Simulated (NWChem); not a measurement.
System: C$_{3}$H$_{6}$Se; SMILES C1CC[Se]1

NWChem input:

```
start job
memory heap 200 mb stack 900 mb global 1100 mb
geometry units angstroms noautosym nocenter noautoz
  C     -0.170187     1.731220     0.000000
  C      0.129658     0.783784     1.168303
  Se    -0.080553    -0.798094     0.000000
  C      0.129658     0.783784    -1.168303
  H      0.409058     2.669592     0.000000
  H     -1.238265     1.995839     0.000000
  H     -0.564137     0.818316     2.019200
  H      1.163972     0.846686     1.536127
  H      1.163972     0.846686    -1.536127
  H     -0.564137     0.818316    -2.019200
end
basis spherical
  C library pcsseg-1
  Se library pcsseg-1
  H library pcsseg-1
end
dft
  xc xpbe96 cpbe96
  iterations 150
end
property
  shielding 7 1 2 3 5 6 7 8
end
task dft property
```

Excerpt of the output:

```
             Northwest Computational Chemistry Package (NWChem) 7.3.0
             --------------------------------------------------------

                             Geometry "geometry" -> ""
                             -------------------------

 Output coordinates in angstroms (scale by  1.889725989 to convert to a.u.)

  No.       Tag          Charge          X              Y              Z
 ---- ---------------- ---------- -------------- -------------- --------------
    1 C                    6.0000    -0.17018700     1.73122000     0.00000000
    2 C                    6.0000     0.12965800     0.78378400     1.16830300
    3 Se                  34.0000    -0.08055300    -0.79809400     0.00000000
    4 C                    6.0000     0.12965800     0.78378400    -1.16830300
    5 H                    1.0000     0.40905800     2.66959200     0.00000000
    6 H                    1.0000    -1.23826500     1.99583900     0.00000000
    7 H                    1.0000    -0.56413700     0.81831600     2.01920000
    8 H                    1.0000     1.16397200     0.84668600     1.53612700
    9 H                    1.0000     1.16397200     0.84668600    -1.53612700
   10 H                    1.0000    -0.56413700     0.81831600    -2.01920000

 Effective nuclear repulsion energy (a.u.)     259.5048440856

  pbe96 is a nonlocal functional; adding pw91lda local functional.
                              NWChem Property Module
                              ----------------------

  itol2e modified to match energy
  convergence criterion.

                                 NWChem DFT Module
                                 -----------------

 Summary of "ao basis" -> "ao basis" (spherical)
 ------------------------------------------------------------------------------
       Tag                 Description            Shells   Functions and Types
 ---------------- ------------------------------  ------  ---------------------
 C                          pcsseg-1                 7       17   3s3p1d
 Se                         pcsseg-1                15       41   5s7p3d
 H                          pcsseg-1                 3        5   2s1p

  itol2e modified to match energy
  convergence criterion.

            General Information
            -------------------
          SCF calculation type: DFT
          Wavefunction type:  closed shell.
          No. of atoms     :    10
          No. of electrons :    58
           Alpha electrons :    29
            Beta electrons :    29
          Charge           :     0
          Spin multiplicity:     1
          Use of symmetry is: off; symmetry adaption is: off
          Maximum number of iterations: 150
          AO basis - number of functions:   122
                     number of shells:    54
          Convergence on energy requested:  1.00D-07
          Convergence on density requested:  1.00D-05
          Convergence on gradient requested:  5.00D-04

              XC Information
              --------------
          PerdewBurkeErnzerhof Exchange Functional  1.000
            Perdew 1991 LDA Correlation Functional  1.000 local
           PerdewBurkeErnz. Correlation Functional  1.000 non-local

             Grid Information
             ----------------
          Grid used for XC integration:  fine
          Radial quadrature: Mura-Knowles
          Angular quadrature: Lebedev.
          Tag              B.-S. Rad. Rad. Pts. Rad. Cut. Ang. Pts.
          ---              ---------- --------- --------- ---------
          C                   0.70       70          10.0       590
          Se                  1.15      140          11.0       974
          H                   0.35       60          11.0       590
          Grid pruning is: on
          Number of quadrature shells:   710
          Spatial weights used:  Erf1

      Superposition of Atomic Density Guess
      -------------------------------------

 Sum of atomic energies:       -2515.48125067

[...]

          -----------------------------------------
          Chemical Shielding Tensors (GIAO, in ppm)
          -----------------------------------------

                                NWChem CPHF Module
                                ------------------

  scftype          =     RHF
  nclosed          =       29
  nopen            =        0
  variables        =     2697
  # of vectors     =        3
  tolerance        = 0.10D-03
  level shift      = 0.00D+00
  max iterations   =       50
  max subspace     =       30

 SCF residual:    2.6388942379300235E-005

Iterative solution of linear equations
  No. of variables     2697
  No. of equations        3
  Maximum subspace       30
        Iterations       50
       Convergence  1.0D-04

   iter   nsub   residual    time
   ----  ------  --------  ---------
     1      3    2.02D-05     128.2

      Atom:    1  C
        Diamagnetic
    236.5723     -1.5362      0.0000
     -1.5362    249.8184      0.0000
      0.0000      0.0000    252.5388

        Paramagnetic
   -125.0203      5.4872     -0.0000
      5.4872    -85.3843     -0.0000
     -0.0000     -0.0000    -89.1119

        Total Shielding Tensor
    111.5520      3.9510     -0.0000
      3.9510    164.4341     -0.0000
     -0.0000     -0.0000    163.4269

           isotropic =     146.4710
          anisotropy =      27.3850

          Principal Components and Axis System
                 1           2           3
              164.7277    163.4269    111.2584

      1         0.0741      0.0000      0.9973
      2         0.9973      0.0000     -0.0741
      3        -0.0000      1.0000      0.0000

      Atom:    2  C
        Diamagnetic
    236.5034      0.1295      2.3817
      0.1295    253.9099      3.0283
      2.3817      3.0283    248.2387

        Paramagnetic
    -98.0038      1.0148    -10.2965
      1.0148    -78.1274     -6.2079
    -10.2965     -6.2079   -108.5080

        Total Shielding Tensor
    138.4996      1.1442     -7.9148
      1.1442    175.7825     -3.1796
     -7.9148     -3.1796    139.7307

           isotropic =     151.3376
          anisotropy =      37.2243

          Principal Components and Axis System
                 1           2           3
              176.1538    146.7221    131.1369

      1         0.0508     -0.6819      0.7297
      2         0.9939      0.1060      0.0299
      3        -0.0978      0.7237      0.6831

      Atom:    3  Se
        Diamagnetic
   2987.5298      1.8567     -0.0000
      1.8567   3001.9099      0.0000
     -0.0000      0.0000   2999.2926

        Paramagnetic
  -2068.0099   -303.5974     -0.0000
   -303.5974  -2177.8177      0.0000
     -0.0000      0.0000   -703.8094

        Total Shielding Tensor
    919.5199   -301.7408     -0.0000
   -301.7408    824.0922      0.0000
     -0.0000      0.0000   2295.4832

           isotropic =    1346.3651
          anisotropy =    1423.6772

          Principal Components and Axis System
                 1           2           3
             2295.4832   1177.2960    566.3161

      1        -0.0000      0.7603      0.6495
      2         0.0000     -0.6495      0.7603
      3         1.0000      0.0000      0.0000

      Atom:    4  H
        Diamagnetic
     25.0503      6.4805      0.0000
      6.4805     38.1989     -0.0000
      0.0000     -0.0000     23.9717

        Paramagnetic
     -0.2551     -4.6818     -0.0000
     -4.6818     -1.5376     -0.0000
     -0.0000     -0.0000      1.3842

        Total Shielding Tensor
     24.7952      1.7987     -0.0000
      1.7987     36.6613     -0.0000
     -0.0000     -0.0000     25.3559

           isotropic =      28.9375
          anisotropy =      11.9858

          Principal Components and Axis System
                 1           2           3
               36.9280     25.3559     24.5285

      1         0.1466     -0.0000      0.9892
      2         0.9892      0.0000     -0.1466
      3        -0.0000      1.0000      0.0000

      Atom:    5  H
        Diamagnetic
     35.3521     -6.7709      0.0000
     -6.7709     28.2051      0.0000
      0.0000      0.0000     23.7149

        Paramagnetic
     -8.2121      3.1796      0.0000
      3.1796      1.1790     -0.0000
      0.0000     -0.0000      2.7858

        Total Shielding Tensor
     27.1400     -3.5913      0.0000
     -3.5913     29.3841     -0.0000
      0.0000     -0.0000     26.5007

           isotropic =      27.6749
          anisotropy =       6.5245

          Principal Components and Axis System
                 1           2           3
               32.0246     26.5007     24.4996

      1        -0.5924      0.0000      0.8057
      2         0.8057      0.0000      0.5924
      3        -0.0000      1.0000     -0.0000

      Atom:    6  H
        Diamagnetic
     25.8910     -0.8541     -7.4205
     -0.8541     24.6702      2.6730
     -7.4205      2.6730     36.0991

        Paramagnetic
      0.9965      0.7740      4.6222
      0.7740      0.4390     -0.5740
      4.6222     -0.5740     -2.0480

        Total Shielding Tensor
     26.8875     -0.0801     -2.7983
     -0.0801     25.1092      2.0990
     -2.7983      2.0990     34.0511

           isotropic =      28.6826
          anisotropy =      10.0891

          Principal Components and Axis System
                 1           2           3
               35.4086     26.1676     24.4715

      1        -0.3078      0.9019     -0.3029
      2         0.1923      0.3708      0.9086
      3         0.9318      0.2214     -0.2876

      Atom:    7  H
        Diamagnetic
     34.0640      2.4335      7.8810
      2.4335     24.6661      2.4220
      7.8810      2.4220     27.6172

        Paramagnetic
     -5.7773     -1.3464     -4.3237
     -1.3464      1.5983      0.4140
     -4.3237      0.4140      0.5373

        Total Shielding Tensor
     28.2868      1.0870      3.5573
      1.0870     26.2645      2.8360
      3.5573      2.8360     28.1545

[...]
```

Level: PBE/pcSseg-1, GIAO. Structure relaxed at the PBE0/def2-SVP level. The output numbers the shielded atoms by their place in the input's list. The printed shielding anisotropy is the first printed principal value minus the mean of the other two.
